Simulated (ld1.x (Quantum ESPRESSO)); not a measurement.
Which change was made? (Br, TM)

Br, norm-conserving Troullier–Martins (Kleinman–Bylander form), made with ld1.x (Quantum ESPRESSO) 7.5 (PBE, scalar-relativistic). Core [Ne], reference 3s2 3p6 3d10 4s2 4p5. Waves: 3p (bound): rc 0.70 bohr; 3d (bound): rc 0.80 bohr; 3s (bound): rc 0.55 bohr. Local part: the s channel. Core correction: none.

Occupied shells without a wave of their own: 4p, 4s. They enter only through the test configuration that unscreens the potential.

Cutoffs, loose and tight: the cutoffs (Ry, on a coarse ladder) from which the occupation-weighted sum of valence levels, in a spherical-Bessel basis at the reference potential, stays within 10 and 1 mRy of its value at 400 Ry. They do not see the model core or the augmentation charge, which bear on the density cutoff. Test errors are all-electron minus pseudo excitation energies from the reference, over the configurations 3s2 3p6 3d10 4s2 4p4; 3s2 3p6 3d10 4s2 4p3; 3s2 3p6 3d10 4s2 4p2; 3s2 3p6 3d9 4s2 4p6; 3s1 3p6 3d10 4s2 4p5; 3s2 3p5 3d10 4s2 4p5; 3s2 3p6 3d9 4s2 4p5; variants that change the core or the reference have their own tests.

The base gives: outcome: generated, misses its reference levels by 0.23 eV; bound ghosts: none; largest test error (meV): -334.

**Question.** After one change the result is: outcome: generated, misses its reference levels by 0.23 eV; bound ghosts: none; largest test error (meV): -101. Which change was it?
A. wave 3p (bound): rc 0.70 bohr becomes 3p (bound): rc 0.60 bohr
B. wave 3p (bound): rc 0.70 bohr becomes 3p (bound): rc 0.80 bohr
C. wave 3p (bound): rc 0.70 bohr becomes 3p (bound): rc 1.04 bohr

**Answer.** C. The others give: wave 3p (bound): rc 0.70 bohr becomes 3p (bound): rc 0.80 bohr → outcome: generated, misses its reference levels by 0.23 eV; bound ghosts: none; largest test error (meV): -439 | wave 3p (bound): rc 0.70 bohr becomes 3p (bound): rc 0.60 bohr → outcome: generated, misses its reference levels by 0.23 eV; bound ghosts: none; largest test error (meV): -246.
